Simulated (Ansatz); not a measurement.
Two isomers of C2H7BFN: A = `CN(C)BF`, B = `BN(C)CF`.

Computed with Ansatz on PBE0-D4/def2-TZVP structures; ΔE is electronic, products minus reactants. CBS: MP2 limit from def2 TZ/QZ plus the TZ coupled-cluster correction, frozen cores. DFT in def2-TZVPP. B3LYP here is the variant with VWN-RPA as its local correlation; programs differ in this. Each species was taken in one conformer, which may not be the lowest.

Which isomer does CCSD(T)/CBS put lower? Give the gap. (Best estimate.)

Computed: A, by 193.3 kJ/mol.

Give E(B) − E(A) in kJ/mol with HF/def2-TZVPP, B3LYP-D4, MP2/def2-TZVPP, B2PLYP, ωB97M-V, CCSD(T)/def2-TZVPP, B3LYP. (Estimate.)

Computed: HF/def2-TZVPP 193.6, B3LYP-D4 190.8, MP2/def2-TZVPP 198.1, B2PLYP 193.3, ωB97M-V 190.5, CCSD(T)/def2-TZVPP 191.7, B3LYP 191.0. None reverses the order clearly.

Largest T1 diagnostic: 0.012.

From PBE to PBE0 (25 % exact exchange), in def2-TZVPP and without D4, E(B) − E(A) moves by +3.9 kJ/mol.
